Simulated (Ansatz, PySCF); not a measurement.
C2H7ClSi3, SMILES Cl[Si@@H]1C=C[SiH2][SiH2]1. Atoms are numbered in the order given.

```xyz
13

Cl     2.3785     0.4501    -1.0354
Si     1.0429    -0.0042     0.4978
C      0.2475    -1.6669     0.1409
C     -1.0789    -1.7998    -0.0619
Si    -2.2863    -0.3451    -0.0128
Si    -0.8231     1.4173     0.4986
H      1.8415    -0.0510     1.7576
H      0.8864    -2.5600     0.0846
H     -1.4767    -2.8038    -0.2709
H     -2.9858    -0.2068    -1.3279
H     -3.3267    -0.5742     1.0381
H     -0.7378     2.4751    -0.5504
H     -1.0898     2.0251     1.8374
```

Geometry: PBE0-D3(BJ)/def2-SVP. The structure was generated by enumeration; whether it is a known compound was not checked.

Two levels are set side by side: PBE-D3(BJ)/def2-SVP (Ansatz, a first-principles code) and PBE0-D3(BJ)/def2-SVP (Ansatz). Each level has its own optimised geometry; the coordinates shown are those of the second. Frequencies come from the Hessian of PySCF at each geometry. Differences are taken from unrounded values.

| quantity | PBE0-D3(BJ) | PBE-D3(BJ) | PBE-D3(BJ) minus PBE0-D3(BJ) |
|---|---|---|---|
| mean bond length (Å) | 1.659 | 1.669 | 0.010 |
| bond Cl1–Si2 (Å) | 2.083 | 2.098 | 0.014 |
| bond Si2–C3 (Å) | 1.877 | 1.888 | 0.010 |
| bond Si2–Si6 (Å) | 2.346 | 2.357 | 0.011 |
| bond C3–C4 (Å) | 1.348 | 1.359 | 0.010 |
| bond C4–Si5 (Å) | 1.891 | 1.900 | 0.009 |
| bond Si5–Si6 (Å) | 2.347 | 2.356 | 0.009 |
| bond Si2–H7 (Å) | 1.492 | 1.505 | 0.012 |
| bond C3–H8 (Å) | 1.100 | 1.108 | 0.008 |
| bond C4–H9 (Å) | 1.100 | 1.108 | 0.008 |
| bond Si5–H10 (Å) | 1.496 | 1.507 | 0.011 |
| bond Si5–H11 (Å) | 1.496 | 1.507 | 0.011 |
| bond Si6–H12 (Å) | 1.492 | 1.503 | 0.010 |
| bond Si6–H13 (Å) | 1.494 | 1.504 | 0.010 |
| highest harmonic wavenumber (cm⁻¹) | 3153 | 3059 | -94 |
| mean harmonic wavenumber (cm⁻¹) | 1037 | 1000 | -36 |
| zero-point energy (kcal/mol) | 48.91 | 47.20 | -1.71 |

Exact exchange shortens and stiffens bonds; PBE has none. Differences between two approximate levels are no errors against the true value.
